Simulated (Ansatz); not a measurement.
`C#[C][In]([F])[Cl]`. Charge 0, multiplicity 1. In: def2 effective core potential. The structure was optimised at the PBE0-D4/def2-TZVP level.

```xyz
6

C     0.001   -0.253   -2.032
C    -0.002   -0.081   -0.838
In   -0.005    0.190    1.191
F    -0.169    1.961    1.949
Cl    0.171   -1.416    2.818
H     0.004   -0.402   -3.088
```

(1) What is the dipole moment at B3LYP/def2-TZVPP? (Estimate.)

(2) And with PBE, r2SCAN, ωB97M-V? (Estimate.)

(3) Give the Mulliken charges with B3LYP, ωB97M-V, r2SCAN in def2-TZVPP. (Best estimate.)

Results:

(1) Computed: 3.20 D, with components (0.08, -1.17, -2.98) D in this frame, pointing from negative to positive charge.

(2) Ansatz gave: PBE 3.05 D, r2SCAN 3.20 D, ωB97M-V 3.21 D.

(3) The calculation gave: 
```csv
atom,B3LYP,ωB97M-V,r2SCAN
C1,0.19,0.10,0.06
C2,-0.58,-0.52,-0.46
In3,0.94,0.97,0.98
F4,-0.46,-0.47,-0.46
Cl5,-0.34,-0.32,-0.35
H6,0.25,0.23,0.23
```

B3LYP here is the variant with VWN-RPA as its local correlation; programs differ in this.
